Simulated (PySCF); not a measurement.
Compound: C₃H₉ClSSi₂.
SMILES: `[SiH3]SC[SiH2]/C=C\Cl`

The calculation used TDDFT CAM-B3LYP/def2-SVPD, vertical, gas phase, core orbitals frozen in the response in PySCF 2.14.0, density-fitted response routines. Geometry: GFN2-xTB, one conformer, isolated molecule. Torsions of this conformer, `[SiH3:1][S:2][CH2:3][SiH2:4]/[CH:5]=[CH:6]\[Cl:7]`: Si1–S2–C3–Si4 83°, S2–C3–Si4–C5 50°, C3–Si4–C5–C6 177°.

Broadening: Gaussians 0.3 eV wide at half height, area fixed by f = 4.319×10⁻⁹ ∫ε dν̃. The width is an assumption, not a result. The curve ends short of the highest state used, and states not computed would add to its high-energy end.

```
λ (nm)  ε (L mol⁻¹ cm⁻¹)
 194.7             21264
 196.2             15607
 197.6             10355
 199.1              5960
 200.6              3239
 202.0              2054
 203.5              1874
 205.0              2460
 206.4              3427
 207.9              4651
 209.4              5805
 210.8              6612
 212.3              7033
 213.8              6936
 215.2              6415
 216.7              5513
 218.2              4424
 219.6              3389
 221.1              2392
 222.6              1588
 224.0              1032
 225.5               624
 227.0               368
 228.4               223
 229.9               132
 231.4                79
 232.9                48
 234.3                30
 235.8                18
 237.3                10
 238.7                 6
 240.2                 3
 241.7                 2
 243.1                 1
 244.6                 0
 246.1                 0
```

**Question.** Where are the band maxima, and which computed states make them?

**Answer.** 213 nm (5.83 eV), ε about 7100, made up of S2 (47%) and S3 (53%) (ε in L mol⁻¹ cm⁻¹; maxima over ε = 5, shares over 10%). At its high-energy end, 6.37 eV, the curve is still rising (ε about 21000, from S4). The states used: S1 5.49 eV (f 0.0009); S2 5.76 eV (f 0.043); S3 5.89 eV (f 0.047); S4 6.45 eV (f 0.279); S5 6.49 eV (f 0.0083); S6 6.84 eV (f 0.0043); S7 6.89 eV (f 0.017); S8 6.97 eV (f 0.0016).

**Question.** Coming from long wavelengths, where does ε first pass 100 L mol⁻¹ cm⁻¹?

**Answer.** At about 231 nm (5.37 eV), 0.11 eV below S1.

**Question.** What would ε be at 5.83 eV, the highest of these maxima, with half the width (0.15 eV)?

**Answer.** About 9260 L mol⁻¹ cm⁻¹ against 7060, a factor of about 1.3; a lone state at its own centre would give exactly 2.

**Question.** On this curve, what absorbance would a 10⁻⁵ mol/L sample give at 222 nm over a 1 cm path?

**Answer.** 222 nm is 5.585 eV, where ε is about 1900 L mol⁻¹ cm⁻¹, so A = ε c l ≈ 0.019 (Beer–Lambert, with the gas-phase spectrum and the assumed width).
